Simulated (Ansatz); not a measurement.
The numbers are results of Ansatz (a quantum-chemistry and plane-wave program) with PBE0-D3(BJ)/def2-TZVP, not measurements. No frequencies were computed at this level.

Ansatz 0.2 input:
```yaml
crystal:
  periodic: [false, false, false]
  atoms:
    - { symbol: C, position_ang: [1.821247, 0.16385, -0.435531] }
    - { symbol: C, position_ang: [0.722579, -0.216052, -0.148983] }
    - { symbol: C, position_ang: [-0.621912, -0.589633, 0.19884] }
    - { symbol: S, position_ang: [-1.562319, 0.836653, 0.894788] }
    - { symbol: H, position_ang: [2.795488, 0.460773, -0.685189] }
    - { symbol: H, position_ang: [-0.626462, -1.342423, 0.988326] }
    - { symbol: H, position_ang: [-1.166569, -0.961835, -0.670986] }
    - { symbol: H, position_ang: [-1.362053, 1.648667, -0.141265] }
basis:
  gaussian: { orbitals: def2-tzvp }
hamiltonian:
  xc: pbe0
  dispersion: d3bj
relax:
  max_steps: 150
```

Output:

```
Functional definition: PBE0
987 factors; their error is unknown
mean field evaluation 1: about -13997.3444 eV, gradient 4.9e1 eV
mean field evaluation 2: about -13996.0029 eV, gradient 5.2e1 eV
mean field evaluation 4: about -14003.0547 eV, gradient 6.1e0 eV
mean field evaluation 8: about -14003.1376 eV, gradient 5.8e-2 eV
mean field evaluation 16: about -14003.1604 eV, gradient 8.9e-5 eV
mean field -14003.16041389 eV, -514.6066535273 hartree, gradient 1.5e-5 eV, S^2 0.000000; 0 other end points of the search recorded, 0 dependent functions left out
reference -14003.16044011 eV, -514.6066544910 hartree; 19, 19 occupied and 135, 135 virtual orbitals, 987 factors
relax step   1: F+E_penalty+E_count = -14003.30041127 eV  Δ(F+E_penalty+E_count) = +0.000e0 eV  max|allowed force component| = 5.967e-1 eV/Å  Δτ_max = 0.0000 Å  (28 SCF iters, accepted)
these checks for a lower state are left out or cut short: starts, cluster_reference, orbital_swaps, neighbouring_geometries, increment
987 factors; their error is unknown
mean field -14003.17673747 eV, -514.6072534078 hartree, gradient 1.6e-5 eV, S^2 0.000000; 0 other end points of the search recorded, 0 dependent functions left out
reference -14003.17676377 eV, -514.6072543744 hartree; 19, 19 occupied and 135, 135 virtual orbitals, 987 factors
relax step   2: F+E_penalty+E_count = -14003.31613772 eV  Δ(F+E_penalty+E_count) = -1.573e-2 eV  max|allowed force component| = 2.492e-1 eV/Å  Δτ_max = 0.0310 Å  (31 SCF iters, accepted)
these checks for a lower state are left out or cut short: starts, cluster_reference, orbital_swaps, neighbouring_geometries, increment
987 factors; their error is unknown
mean field evaluation 32: about -14003.1810 eV, gradient 1.6e-5 eV
mean field -14003.18097488 eV, -514.6074091300 hartree, gradient 1.6e-5 eV, S^2 0.000000; 0 other end points of the search recorded, 0 dependent functions left out
reference -14003.18100121 eV, -514.6074100975 hartree; 19, 19 occupied and 135, 135 virtual orbitals, 987 factors
relax step   3: F+E_penalty+E_count = -14003.32009975 eV  Δ(F+E_penalty+E_count) = -3.962e-3 eV  max|allowed force component| = 1.156e-1 eV/Å  Δτ_max = 0.0311 Å  (32 SCF iters, accepted)
these checks for a lower state are left out or cut short: starts, cluster_reference, orbital_swaps, neighbouring_geometries, increment
987 factors; their error is unknown
mean field -14003.18174195 eV, -514.6074373193 hartree, gradient 1.5e-5 eV, S^2 0.000000; 0 other end points of the search recorded, 0 dependent functions left out
reference -14003.18176832 eV, -514.6074382881 hartree; 19, 19 occupied and 135, 135 virtual orbitals, 987 factors
relax step   4: F+E_penalty+E_count = -14003.32083202 eV  Δ(F+E_penalty+E_count) = -7.323e-4 eV  max|allowed force component| = 8.617e-2 eV/Å  Δτ_max = 0.0132 Å  (33 SCF iters, accepted)
these checks for a lower state are left out or cut short: starts, cluster_reference, orbital_swaps, neighbouring_geometries, increment
987 factors; their error is unknown
mean field -14003.18127732 eV, -514.6074202442 hartree, gradient 1.5e-5 eV, S^2 0.000000; 0 other end points of the search recorded, 0 dependent functions left out
reference -14003.18130378 eV, -514.6074212167 hartree; 19, 19 occupied and 135, 135 virtual orbitals, 987 factors
relax step   5: F+E_penalty+E_count = -14003.32018431 eV  Δ(F+E_penalty+E_count) = +6.477e-4 eV  max|allowed force component| = 1.748e-1 eV/Å  Δτ_max = 0.0225 Å  (32 SCF iters, rejected (line search))
these checks for a lower state are left out or cut short: starts, cluster_reference, orbital_swaps, neighbouring_geometries, increment
987 factors; their error is unknown
mean field -14003.18247939 eV, -514.6074644196 hartree, gradient 1.5e-5 eV, S^2 0.000000; 0 other end points of the search recorded, 0 dependent functions left out
reference -14003.18250578 eV, -514.6074653895 hartree; 19, 19 occupied and 135, 135 virtual orbitals, 987 factors
relax step   6: F+E_penalty+E_count = -14003.32146561 eV  Δ(F+E_penalty+E_count) = -6.336e-4 eV  max|allowed force component| = 5.863e-2 eV/Å  Δτ_max = 0.0110 Å  (31 SCF iters, accepted)
these checks for a lower state are left out or cut short: starts, cluster_reference, orbital_swaps, neighbouring_geometries, increment
987 factors; their error is unknown
mean field -14003.18306718 eV, -514.6074860206 hartree, gradient 1.5e-5 eV, S^2 0.000000; 0 other end points of the search recorded, 0 dependent functions left out
reference -14003.18309359 eV, -514.6074869912 hartree; 19, 19 occupied and 135, 135 virtual orbitals, 987 factors
relax step   7: F+E_penalty+E_count = -14003.32193835 eV  Δ(F+E_penalty+E_count) = -4.727e-4 eV  max|allowed force component| = 1.519e-2 eV/Å  Δτ_max = 0.0106 Å  (31 SCF iters, accepted)
these checks for a lower state are left out or cut short: starts, cluster_reference, orbital_swaps, neighbouring_geometries, increment
987 factors; their error is unknown
mean field evaluation 64: about -14003.1831 eV, gradient 1.8e-4 eV
mean field -14003.18310022 eV, -514.6074872346 hartree, gradient 1.5e-5 eV, S^2 0.000000; 0 other end points of the search recorded, 0 dependent functions left out
reference -14003.18312663 eV, -514.6074882052 hartree; 19, 19 occupied and 135, 135 virtual orbitals, 987 factors
relax step   8: F+E_penalty+E_count = -14003.32195292 eV  Δ(F+E_penalty+E_count) = -1.457e-5 eV  max|allowed force component| = 7.208e-3 eV/Å  Δτ_max = 0.0036 Å  (33 SCF iters, accepted)
987 factors; their error is unknown
mean field -14003.18310022 eV, -514.6074872346 hartree, gradient 1.5e-5 eV, S^2 0.000000; 1 other end points of the search recorded, 0 dependent functions left out
reference -14003.18312663 eV, -514.6074882052 hartree; 19, 19 occupied and 135, 135 virtual orbitals, 987 factors
Total energy: -14003.32197933 eV, -514.6125909479 hartree
Atom 0 at     1.851739     0.133958    -0.441372 Å, force    -0.000058    -0.001409    -0.001061 eV/Å
Atom 1 at     0.733805    -0.182518    -0.141362 Å, force     0.007208     0.001647    -0.002113 eV/Å
Atom 2 at    -0.621746    -0.549927     0.200268 Å, force    -0.001743    -0.001386     0.000306 eV/Å
Atom 3 at    -1.596431     0.815436     0.910792 Å, force    -0.001047     0.000838     0.000748 eV/Å
Atom 4 at     2.845092     0.413889    -0.701019 Å, force    -0.001602     0.000416     0.001132 eV/Å
Atom 5 at    -0.624026    -1.324190     0.971551 Å, force    -0.002198     0.000768    -0.000605 eV/Å
Atom 6 at    -1.141157    -0.956593    -0.669464 Å, force     0.000058    -0.000463     0.001110 eV/Å
Atom 7 at    -1.447277     1.649946    -0.129395 Å, force    -0.000620    -0.000411     0.000484 eV/Å
Dipole moment:     0.063417    -0.109038    -0.196329 e Å
```

Cost: roughly 24 core-seconds.
